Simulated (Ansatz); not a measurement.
Reaction (ligand exchange at the Si–C bond): `C=C([SiH3])Br` + `[NH2][SbH][OH]` → `[OH][SbH][NH][SiH3]` + `C=CBr`

Calculated with Ansatz (gas phase, PBE0-D4/def2-TZVP geometries, no zero-point term in ΔE). CBS: MP2 limit from def2 TZ/QZ plus the TZ coupled-cluster correction, frozen cores. Elements past krypton have def2 core potentials. For Br, Sb outer-core shells are correlated without core-valence functions, which leaves a few kJ/mol of doubt a bond. Scalar relativity is left out up to krypton. One conformer a species, not always the lowest.

```json
{"species": "`C=C([SiH3])Br`", "CCSD/CBS(def2) energy (Eh)": "-2941.44881"}
{"species": "`[NH2][SbH][OH]`", "CCSD/CBS(def2) energy (Eh)": "-372.28049"}
{"species": "`[OH][SbH][NH][SiH3]`", "CCSD/CBS(def2) energy (Eh)": "-662.57885"}
{"species": "`C=CBr`", "CCSD/CBS(def2) energy (Eh)": "-2651.17227"}
```

Question: Work out ΔE.

Answer: ΔE = (-662.57885) + (-2651.17227) − (-2941.44881) − (-372.28049) = -0.02182 Eh = -13.7 kcal/mol. CCSD(T)/CBS gives -13.3 kcal/mol.

Largest T1 diagnostic among the species: 0.014.

From PBE to PBE0 (25 % exact exchange), in def2-TZVPP and without D4, ΔE moves by −0.9 kcal/mol. In def2-TZVPP, CCSD(T) changes the Hartree–Fock value by +1.6 kcal/mol (the triples alone add +0.4 kcal/mol) and MP2 by +1.4 kcal/mol.
